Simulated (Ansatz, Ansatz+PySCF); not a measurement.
```xyz
2

B     0.0000    0.0000    0.0000
P     0.0000    0.0000    3.4000
```

Basis set: def2-SVP (spherical functions). Charge 0, multiplicity 1.

Computed with Ansatz (development build ahead of 0.2.0); each method stands on the lowest determinant of its kind that the runs found.

The atomization energy at this shape (free ground-state atoms in the same class of orbitals less the molecule, no zero-point energy) of singlet BP:

```csv
method,atomization energy
PBE0 (unrestricted),-0.33 eV
```

(1) What does UHF give?

Answers

(1) -0.87 eV. Caution: another spin multiplicity may lie lower; the shape is not the minimum; the unrestricted determinant is a mixture of spin states.
